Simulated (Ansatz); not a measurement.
The same molecule with X = S, Se, Te. Ansatz, PBE0-D4/def2-TZVP geometries, multiplicity 1.

Elements past krypton have def2 core potentials. Scalar relativity is left out up to krypton.

```
 X              molecule  mean X–Si bond length / Å  HOMO–LUMO gap (ωB97M-V/def2-TZVPP) / eV  size of the dipole moment (PBE/def2-TZVPP) / D  LUMO energy (B3LYP/def2-TZVPP) / eV
Se  `C[SiH]1[SiH2][Se]1`                      2.297                                    10.37                                            1.94                                -0.51
Te  `C[SiH]1[SiH2][Te]1`                      2.508                                     9.38                                            1.79                                -0.86
```

Question: Give the row for X = S, `C[SiH]1[SiH2]S1`. (An estimate is asked.)

Answer: Ansatz gave: 
```tsv
X	molecule	mean X–Si bond length / Å	HOMO–LUMO gap (ωB97M-V/def2-TZVPP) / eV	size of the dipole moment (PBE/def2-TZVPP) / D	LUMO energy (B3LYP/def2-TZVPP) / eV
S	`C[SiH]1[SiH2]S1`	2.155	10.55	1.92	-0.37
```

From S to Te the mean X–Si bond length rises at each step, by 0.353 Å in all; the HOMO–LUMO gap (ωB97M-V/def2-TZVPP) falls at each step, by 1.17 eV in all; the LUMO energy (B3LYP/def2-TZVPP) falls at each step, by 0.49 eV in all. Bonds lengthen as the atom grows down the group. Dipoles are sizes alone, and their direction can turn along the series.

B3LYP here is the variant with VWN-RPA as its local correlation; programs differ in this.

Spin–orbit coupling is left out; it splits and shifts lone-pair levels of the heavy atoms by tenths of an eV.
